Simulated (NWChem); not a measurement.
System: Si2NH5ClF; SMILES N[Si@@H](Cl)[SiH2]F

Input file for NWChem:

```
start job
memory heap 200 mb stack 900 mb global 1100 mb
geometry units angstroms noautosym nocenter noautoz
  N     -1.997630    -0.511371    -0.236568
  Si    -0.396372    -0.437727     0.389342
  Cl     0.913416    -1.952571    -0.300825
  Si     0.659129     1.552997    -0.259433
  F     -0.117190     2.841059     0.350494
  H     -2.649285    -1.201322     0.120603
  H     -2.185461    -0.305099    -1.210825
  H     -0.503096    -0.655666     1.851693
  H      2.060658     1.568471     0.235746
  H      0.655122     1.661091    -1.744857
end
basis spherical
  * library def2-svp
end
dft
  xc pbe0
  iterations 150
end
cosmo
  do_cosmo_smd true
  solvent clbenzen
end
task dft energy
```

NWChem printed, in part:

```
             Northwest Computational Chemistry Package (NWChem) 7.3.0
             --------------------------------------------------------

                             Geometry "geometry" -> ""
                             -------------------------

 Output coordinates in angstroms (scale by  1.889725989 to convert to a.u.)

  No.       Tag          Charge          X              Y              Z
 ---- ---------------- ---------- -------------- -------------- --------------
    1 N                    7.0000    -1.99763000    -0.51137100    -0.23656800
    2 Si                  14.0000    -0.39637200    -0.43772700     0.38934200
    3 Cl                  17.0000     0.91341600    -1.95257100    -0.30082500
    4 Si                  14.0000     0.65912900     1.55299700    -0.25943300
    5 F                    9.0000    -0.11719000     2.84105900     0.35049400
    6 H                    1.0000    -2.64928500    -1.20132200     0.12060300
    7 H                    1.0000    -2.18546100    -0.30509900    -1.21082500
    8 H                    1.0000    -0.50309600    -0.65566600     1.85169300
    9 H                    1.0000     2.06065800     1.56847100     0.23574600
   10 H                    1.0000     0.65512200     1.66109100    -1.74485700

 Effective nuclear repulsion energy (a.u.)     354.7194154814

                                 NWChem DFT Module
                                 -----------------

 Summary of "ao basis" -> "ao basis" (spherical)
 ------------------------------------------------------------------------------
       Tag                 Description            Shells   Functions and Types
 ---------------- ------------------------------  ------  ---------------------
 N                          def2-svp                 6       14   3s2p1d
 Si                         def2-svp                 8       18   4s3p1d
 Cl                         def2-svp                 8       18   4s3p1d
 F                          def2-svp                 6       14   3s2p1d
 H                          def2-svp                 3        5   2s1p

 in cosmo_initialize ...
 calling solv_data for solv:clbenzen

 solvent parameters
 solvname_short: clbenzen
 solvname_long:  chlorobenzene
 dielec:        5.6968
 dielecinf:     2.3229
 nonaqueous SMD model solvent descriptors
 dielec:        5.6968
 sola:          0.0000
 solb:          0.0700
 solc:          0.8570
 solg:         47.4800
 solh:          0.1430
 soln:          1.5241

          ---------------
          -cosmo- solvent
          ---------------
 Cosmo: York-Karplus, doi: 10.1021/jp992097l
 dielectric constant -eps-     =   5.70
 screen = (eps-1)/(eps    )    =   0.82446
 surface charge correction     = lagrangian

   van der Waals surface
 --------------------------

 ---------- ATOMIC COORDINATES (A.U.) ------------ VDWR(ANG.) --
     1   -3.77497333   -0.96635107   -0.44704870     1.890
     2   -0.74903447   -0.82718409    0.73574970     2.470
     3    1.72610595   -3.68982416   -0.56847682     2.380
     4    1.24557320    2.93473879   -0.49025728     2.470
     5   -0.22145699    5.36882303    0.66233762     1.730
     6   -5.00642272   -2.27016940    0.22790662     1.200
     7   -4.12992245   -0.57655351   -2.28812747     1.200
     8   -0.95071359   -1.23902908    3.49919238     1.200
     9    3.89407898    2.96398041    0.44549534     1.200
    10    1.23800107    3.13900683   -3.29730162     1.200
 number of segments per atom =        128
 number of   points per atom =        128
 atom (   nspa,  nppa )
 ----------------------
    1 (     57,     0 )       0
    2 (     45,     0 )       0
    3 (     90,     0 )       0
    4 (     68,     0 )       0
    5 (     67,     0 )       0
    6 (     48,     0 )       0
    7 (     46,     0 )       0
    8 (     31,     0 )       0
    9 (     31,     0 )       0
   10 (     34,     0 )       0
 number of -cosmo- surface points =      517
 molecular surface =    156.798 angstrom**2
 molecular volume  =    151.632 angstrom**3
 -lineq- algorithm             =   0
 -bem- low  level              =   3
 -bem- from -octahedral-
 gaussian surface charge width =   4.50000
 degree of switching           =   1.00000
 switching function tolerance  =   0.00010
 atomic radii =
 --------------
    1  7.000  1.890
    2 14.000  2.470
    3 17.000  2.380
    4 14.000  2.470
    5  9.000  1.730
    6  1.000  1.200
    7  1.000  1.200
    8  1.000  1.200
    9  1.000  1.200
   10  1.000  1.200
 ...... end of -cosmo- initialization ......

 nat:                    10
 ixmem:                  5529
 calling mnsol_interface()
 G(SMD-CDS) energy (kcal/mol)  =     0.100
 SMD-CDS SASA (angstrom**2)    =   172.954

            General Information
            -------------------
          SCF calculation type: DFT
          Wavefunction type:  closed shell.
          No. of atoms     :    10
          No. of electrons :    66
           Alpha electrons :    33
            Beta electrons :    33
          Charge           :     0
          Spin multiplicity:     1
          Use of symmetry is: off; symmetry adaption is: off
          Maximum number of iterations: 150
          AO basis - number of functions:   107
                     number of shells:    51
          Convergence on energy requested:  1.00D-06
          Convergence on density requested:  1.00D-05
          Convergence on gradient requested:  5.00D-04

              XC Information
              --------------
                         PBE0 Method XC Functional
                     Hartree-Fock (Exact) Exchange  0.250
          PerdewBurkeErnzerhof Exchange Functional  0.750
            Perdew 1991 LDA Correlation Functional  1.000 local
           PerdewBurkeErnz. Correlation Functional  1.000 non-local

             Grid Information
             ----------------
          Grid used for XC integration:  medium
          Radial quadrature: Mura-Knowles
          Angular quadrature: Lebedev.
          Tag              B.-S. Rad. Rad. Pts. Rad. Cut. Ang. Pts.
          ---              ---------- --------- --------- ---------
          N                   0.65       49          12.0       434
          Si                  1.10       88          11.0       590
          Cl                  1.00       88          11.0       590
          F                   0.50       49          12.0       434
          H                   0.35       45          13.0       434
          Grid pruning is: on
          Number of quadrature shells:   587
          Spatial weights used:  Erf1

      Superposition of Atomic Density Guess
      -------------------------------------

 Sum of atomic energies:       -1192.83369587

      Non-variational initial energy
      ------------------------------

 Total energy =   -1194.290176
 1-e energy   =   -2358.166458
 2-e energy   =     809.156866
 HOMO         =      -0.302238
 LUMO         =       0.018803

   convergence    iter        energy       DeltaE   RMS-Dens  Diis-err
 ---------------- ----- ----------------- --------- --------- ---------
     COSMO gas phase
 d= 0,ls=0.0,diis     1  -1195.8210985947 -1.55D+03  1.34D-02  7.63D-01
 d= 0,ls=0.0,diis     2  -1195.7834834899  3.76D-02  7.20D-03  1.27D+00
 d= 0,ls=0.0,diis     3  -1195.9097234436 -1.26D-01  1.19D-03  2.53D-02
 d= 0,ls=0.0,diis     4  -1195.9114391716 -1.72D-03  5.46D-04  3.49D-03
 d= 0,ls=0.0,diis     5  -1195.9119002411 -4.61D-04  9.20D-05  1.07D-04
  Resetting Diis
 d= 0,ls=0.0,diis     6  -1195.9119130097 -1.28D-05  2.02D-05  5.18D-06
 d= 0,ls=0.0,diis     7  -1195.9119135217 -5.12D-07  1.60D-05  1.18D-06
 d= 0,ls=0.0,diis     8  -1195.9119133766  1.45D-07  9.20D-06  2.48D-06

   convergence    iter        energy       DeltaE   RMS-Dens  Diis-err
 ---------------- ----- ----------------- --------- --------- ---------
     COSMO solvation phase
 d= 0,ls=0.0,diis     1  -1195.9187362717 -6.82D-03  9.31D-04  1.89D-03
 d= 0,ls=0.0,diis     2  -1195.9192735867 -5.37D-04  2.61D-04  6.46D-04
 d= 0,ls=0.0,diis     3  -1195.9193269756 -5.34D-05  9.05D-05  2.13D-04
 d= 0,ls=0.0,diis     4  -1195.9193460300 -1.91D-05  2.65D-05  1.18D-05
 d= 0,ls=0.0,diis     5  -1195.9193470890 -1.06D-06  8.79D-06  7.59D-07
 d= 0,ls=0.0,diis     6  -1195.9193471733 -8.43D-08  2.25D-06  4.80D-08

         Total DFT energy =    -1195.919347173310
      One electron energy =    -2361.606396889667
           Coulomb energy =      899.957406144167
    Exchange-Corr. energy =      -88.882423835659
 Nuclear repulsion energy =      354.719415481414

             COSMO energy =       -0.107348073564

 Numeric. integr. density =       65.999995766407

                                COSMO-SMD solvation results
                                ---------------------------

             internal energy in gas <Psi(g)|H|Psi(g)> =     -1195.911913376624
         internal energy in solvent <Psi(s)|H|Psi(s)> =     -1195.911226709999
                               delta internal energy  =         0.000686666625 (    0.43 kcal/mol)
   total free energy in solvent <Psi(s)|H+V/2|Psi(s)> =     -1195.919507268762
 polarization energy contribution <Psi(s)|V/2|Psi(s)> =        -0.008280558763 (   -5.20 kcal/mol)
    total free energy in solvent including G(SMD-CDS) =     -1195.919347173310
                       G(SMD-CDS) energy contribution =         0.000160095452 (    0.10 kcal/mol)
     1 M fixed-concentration free energy of solvation =        -0.007433796685 (   -4.66 kcal/mol)

                       DFT Final Molecular Orbital Analysis
                       ------------------------------------

 Vector   31  Occ=2.000000D+00  E=-3.285895D-01
              MO Center=  5.9D-01, -1.6D+00, -1.2D-01, r^2= 2.5D+00
   Bfn.  Coefficient  Atom+Function         Bfn.  Coefficient  Atom+Function
  ----- ------------  ---------------      ----- ------------  ---------------
    45      0.542395   3 Cl pz               42      0.393694   3 Cl pz
    39      0.230094   3 Cl pz               43      0.212200   3 Cl px
    40      0.151445   3 Cl px               93     -0.150227   8 H  s
     3      0.128905   1 N  s                94     -0.129035   8 H  s
    44      0.119660   3 Cl py               37      0.088918   3 Cl px

 Vector   32  Occ=2.000000D+00  E=-2.962945D-01
              MO Center= -4.4D-02, -3.7D-01, -9.4D-04, r^2= 4.6D+00
   Bfn.  Coefficient  Atom+Function         Bfn.  Coefficient  Atom+Function
  ----- ------------  ---------------      ----- ------------  ---------------
    44      0.272383   3 Cl py               43      0.249820   3 Cl px
    41      0.183555   3 Cl py               23     -0.179755   2 Si py
    40      0.175071   3 Cl px               93      0.172093   8 H  s
     4     -0.161676   1 N  px               45     -0.157941   3 Cl pz
     5      0.155063   1 N  py               59      0.153783   4 Si py

 Vector   33  Occ=2.000000D+00  E=-2.817974D-01
              MO Center= -1.1D+00, -4.1D-01, -1.7D-01, r^2= 3.5D+00
   Bfn.  Coefficient  Atom+Function         Bfn.  Coefficient  Atom+Function
  ----- ------------  ---------------      ----- ------------  ---------------
     5      0.398683   1 N  py                8     -0.327331   1 N  py
    44     -0.219210   3 Cl py                6      0.185839   1 N  pz
    43      0.184771   3 Cl px                4     -0.159311   1 N  px
     9     -0.156072   1 N  pz                7      0.146707   1 N  px
    41     -0.137658   3 Cl py               40      0.125737   3 Cl px

 Vector   34  Occ=0.000000D+00  E=-1.190246D-02
              MO Center=  2.9D-01,  8.2D-01, -1.7D-02, r^2= 4.1D+00
   Bfn.  Coefficient  Atom+Function         Bfn.  Coefficient  Atom+Function
  ----- ------------  ---------------      ----- ------------  ---------------
    62      0.602566   4 Si py               26      0.392810   2 Si py
    63      0.361718   4 Si pz               71     -0.337734   5 F  s
    61     -0.295472   4 Si px              104      0.262692  10 H  s
    44      0.260045   3 Cl py               27      0.239969   2 Si pz
    18      0.217571   2 Si s                94     -0.205587   8 H  s

 Vector   35  Occ=0.000000D+00  E= 1.210473D-02
              MO Center= -2.2D-01,  1.8D-01,  9.5D-03, r^2= 4.8D+00
   Bfn.  Coefficient  Atom+Function         Bfn.  Coefficient  Atom+Function
  ----- ------------  ---------------      ----- ------------  ---------------
     3      0.769261   1 N  s                25      0.594539   2 Si px
    27      0.534578   2 Si pz              104      0.480124  10 H  s
    94     -0.476486   8 H  s                61      0.435397   4 Si px
    99     -0.436180   9 H  s                63      0.379486   4 Si pz
    84     -0.291244   6 H  s                54     -0.269422   4 Si s

 Vector   36  Occ=0.000000D+00  E= 5.844784D-02
              MO Center=  3.1D-01,  2.8D-01, -2.2D-02, r^2= 5.2D+00
   Bfn.  Coefficient  Atom+Function         Bfn.  Coefficient  Atom+Function
  ----- ------------  ---------------      ----- ------------  ---------------
    18      1.216738   2 Si s                54     -1.104669   4 Si s
    62      0.941023   4 Si py               17      0.693394   2 Si s
    25      0.544817   2 Si px               94     -0.439478   8 H  s
    99      0.414634   9 H  s                26      0.405458   2 Si py
    53     -0.390091   4 Si s                16      0.328461   2 Si s

     Multipole analysis of the density
     ---------------------------------

     L   x y z        total         alpha         beta         nuclear
     -   - - -        -----         -----         ----         -------
     0   0 0 0     -0.000000    -33.000000    -33.000000     66.000000

     1   1 0 0     -0.770195     -1.846317     -1.846317      2.922439
     1   0 1 0     -0.269205     -5.310073     -5.310073     10.350940
     1   0 0 1     -0.348248      2.230050      2.230050     -4.808349

     2   2 0 0    -34.960541   -137.550680   -137.550680    240.140819
     2   1 1 0      4.705035      3.970324      3.970324     -3.235613
     2   1 0 1      1.666013     10.741985     10.741985    -19.817958
     2   0 2 0    -44.255615   -348.739608   -348.739608    653.223601
     2   0 1 1     -1.574089    -15.516943    -15.516943     29.459797
     2   0 0 2    -36.834234    -43.610620    -43.610620     50.387006
```

Level: PBE0/def2-SVP, SMD on the gas-phase geometry. Structure relaxed at the B3LYP/6-31G* (spherical d) level. Solvent: chlorobenzene.
